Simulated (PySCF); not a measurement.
Isomers of C7H11OP, from PBE0-D3(BJ)/def2-SVP geometry optimisation, gas phase (PySCF 2.14.0). One conformer each, no zero-point energy, no frequencies.

Question: Which is lowest in electronic energy at this level?
A. `[CH2:1]=[CH:2][C:3]1=[C:4]([O:5][CH3:6])[PH:7][CH2:8][CH2:9]1` with C1–C2–C3–C4 174°, C3–C4–O5–C6 167°, C3–C4–P7–C8 -11°, C4–P7–C8–C9 22°, P7–C8–C9–C3 -29°, C2–C3–C9–C8 -162°: A = 1800, B = 1210, C = 744.3 MHz, dipole 0.94 D
B. `[CH:1]#[C:2][P:3]1(=[CH2:4])[CH2:5][CH2:6][O:7][CH2:8][CH2:9]1` with C2–P3–C5–C6 66°, P3–C5–C6–O7 57°, C5–C6–O7–C8 -68°, C6–O7–C8–C9 69°: A = 1911, B = 1201, C = 1062 MHz, dipole 2.38 D
C. `[CH2:1]=[CH:2]/[C:3]([O:4][CH3:5])=[P:6]\[CH:7]1[CH2:8][CH2:9]1` with C1–C2–C3–O4 2°, C2–C3–O4–C5 180°, C3–P6–C7–C8 -152°: A = 2189, B = 932.5, C = 686.1 MHz, dipole 0.61 D

Answer: A. That is `COC1=C(C=C)CCP1`, 24.3 kcal/mol below the next.

```json
{"SMILES": "C=CC1=C(OC)PCC1", "mapped SMILES": "[CH2:1]=[CH:2][C:3]1=[C:4]([O:5][CH3:6])[PH:7][CH2:8][CH2:9]1", "E (Eh)": "-689.01246", "relative (kcal/mol)": "0.0", "relative (kJ/mol)": "0.0", "dipole (D)": "0.94"}
{"SMILES": "C=C/C(OC)=P\\C1CC1", "mapped SMILES": "[CH2:1]=[CH:2]/[C:3]([O:4][CH3:5])=[P:6]\\[CH:7]1[CH2:8][CH2:9]1", "E (Eh)": "-688.97369", "relative (kcal/mol)": "24.3", "relative (kJ/mol)": "101.8", "dipole (D)": "0.61"}
{"SMILES": "C#CP1(=C)CCOCC1", "mapped SMILES": "[CH:1]#[C:2][P:3]1(=[CH2:4])[CH2:5][CH2:6][O:7][CH2:8][CH2:9]1", "E (Eh)": "-688.92264", "relative (kcal/mol)": "56.4", "relative (kJ/mol)": "235.8", "dipole (D)": "2.38"}
```

As drawn, the lowest has a C=C bond outside aromatic rings, which the highest lacks; the highest has a C≡C bond, which the lowest lacks.
